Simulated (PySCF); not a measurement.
Energy of Ti⁺ (titanium, charge +1) between two integer charges

The 4s alpha orbital of [Ar] 3d2 4s1 is emptied in steps (occupation f), with all orbitals relaxed, ending at [Ar] 3d2. Calculation: PySCF 2.14, in aug-pcseg-2 (7s5p4d3f2g, 81 functions); the non-relativistic Hamiltonian (point nucleus). The exact energy is a straight line in f; departures are measured from the line between the end points of the same method.

```tsv
f	UHF (eV)
1	0.000
0.75	0.016
0.5	0.021
0.25	0.015
0	0.000
```

```json
{"method": "UHF", "E(f=0) − E(f=1) (eV)": "12.866", "−ε at f=1 (eV)": "12.955", "−ε at f=0.5 (eV)": "12.864"}
```

Orbital energy along the path (eV):

```csv
f,UHF
1,-12.955
0.75,-12.907
0.5,-12.864
0.25,-12.824
0,-12.787
```

Reference removal energy between the ground levels: 13.575 eV (measured; NIST Atomic Spectra Database, ionization energies). The calculation has no spin-orbit coupling. UHF lacks correlation.
